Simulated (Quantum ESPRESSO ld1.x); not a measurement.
Species: N III. Configuration: [He] 2s0.5 2p2.5 (fractional occupations, a model configuration).

Method: non-relativistic Kohn-Sham, LDA (Slater exchange, Perdew-Zunger correlation), spin-polarised, spherical densities, point nucleus; open shells are filled with parallel spins first; computed with ld1.x of Quantum ESPRESSO 7.5.

Energy parts (hartree):
| part | energy |
|---|---|
| total | -52.0306 |
| kinetic | 51.8399 |
| electron-nucleus | -116.9403 |
| Hartree | 18.5412 |
| exchange-correlation | -5.4714 |

Orbitals (lengths in bohr, moments of r in powers of bohr; r(max) is where P^2 peaks; r(90%) holds 90 % of the orbital's charge):
orbital,occ.,eigenvalue (hartree),<1/r>,r(90%),<r>,r(max)
1s up,1,-15.4051,6.592,0.415,0.2314,0.149
1s down,1,-15.3100,6.619,0.412,0.2300,0.149
2s up,0.5,-1.8583,1.242,1.82,1.170,0.959
2s down,0,-1.4920,1.174,1.97,1.241,0.982
2p up,2.5,-1.4422,1.150,1.86,1.127,0.857
2p down,0,-1.0854,1.082,2.09,1.235,0.871

The highest occupied level is 2p up at -39.243 eV. The configuration is held as typed, so some empty levels lie below it. Virial ratio -V/T = 2.00368. The density falls to 0.001 e/bohr^3 at r = 2.71 bohr. Spin moment in Bohr magnetons: 3. Summed over all electrons, <r^2> = 4.872 bohr^2, which gives a Langevin (diamagnetic) susceptibility term of -3.86 x 10^-6 cm^3/mol.
